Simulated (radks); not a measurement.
Species: P2+. Configuration: [Ne] 3s1.75 3p1 4f0.25 (fractional occupations, a model configuration). All-electron calculation, non-relativistic Kohn-Sham, BP86, spin-polarised, spherical densities, point nucleus; open shells are filled with parallel spins first. Program: a radial shooting solver on a logarithmic mesh with Libxc functionals. Some entries of the table are withheld. Estimate them.

orbital  occ.  eigenvalue (eV)  <r> (bohr)  <1/r> (bohr^-1)
1s up       1        -2106.183      0.1040            14.57
1s down     1        -2105.984      0.1039            14.57
2s up       1        -199.5467      0.5209            2.810
2s down     1        -199.3213      0.5207            2.811
2p up       3        -151.0893      0.4846            2.711
2p down     3        -150.8054      0.4842            2.711
3s up       1         -36.6246       1.723           0.7936
3s down  0.75         -34.7925       1.729           0.7938
3p up       1              (1)       1.921           0.6989
3p down     0              (2)       1.944           0.6933
3d up       0         -14.0462       2.475           0.4952
3d down     0         -12.6417       2.618           0.4745
4s up       0         -11.8718       4.264           0.3188
4p up       0          -9.4726       5.008           0.2682
4f up    0.25          -5.1816         (3)           0.1681

Answer. 
(1) 3p up eigenvalue (eV): -26.8473
(2) 3p down eigenvalue (eV): -25.0853
(3) 4f up <r> (bohr): 6.763
